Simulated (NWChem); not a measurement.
System: CdHSCl; SMILES [SH][Cd][Cl]

Input file for NWChem:

```
start job
memory heap 200 mb stack 900 mb global 1100 mb
geometry units angstroms noautosym nocenter noautoz
  Cd     0.381528     0.071991    -0.001938
  Cl     0.123428    -2.200893     0.000142
  S      0.665540     2.390865    -0.003022
  H     -0.665305     2.630697    -0.036749
end
basis spherical
  * library def2-svpd
end
ecp
  Cd library def2-ecp
end
dft
  xc b3lyp
  iterations 150
end
property
  response 1 0.0
end
task dft property
```

Coordinates come from a PBE0/def2-SVP optimisation. Not confirmed as a minimum by frequencies. def2 effective core potentials on Cd; no spin-orbit coupling.

Static field.

Question: Predict the main results of this run. (B3LYP/def2-SVPD with def2 effective core potentials on Cd.) Quantities: isotropic polarisability (bohr³); anisotropy (bohr³).

Answer: The isotropic polarisability (bohr³) comes out as 69.2 and the anisotropy (bohr³) is 50.7.
